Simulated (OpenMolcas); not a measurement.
**Converging the integration grid for InCl3 (SMILES [Cl][In]([Cl])[Cl])**

The species is InCl3 (4 atoms), meant as a singlet with charge 0. SMILES: `[Cl][In]([Cl])[Cl]`. The coordinates come from a PBE0-D4/def2-TZVP relaxation.

```xyz
4

Cl   -0.2029    0.5215    2.2136
In    0.0144   -0.0148   -0.0053
Cl    1.0159   -1.9852   -0.6153
Cl   -0.7720    1.4183   -1.6132
```

Program: OpenMolcas 26.06. Method: OLYP/def2-TZVPD (RICD fitting, core potential). Swept: integration grid. Watched: the LUMO energy. Each run: energy. Hardware: 1 thread of Arm Neoverse V1, shared host.

The last row is the best point of the sweep, not the limit.

| integration grid | value (eV) | from the best (eV) | wall time |
| --- | --- | --- | --- |
| Coarse | -3.5936 | +0.0025 | 13 s |
| SG1Grid | -3.5962 | -0.0001 | 14 s |
| Fine | -3.5961 | 0.0000 | 18 s |
| UltraFine | -3.5961 | 0.0000 | 39 s |

Question: For a target of 0.001 eV, where can one stop?

Answer: SG1Grid: it is 0.0001 eV off and takes 14 s, against 39 s for UltraFine.
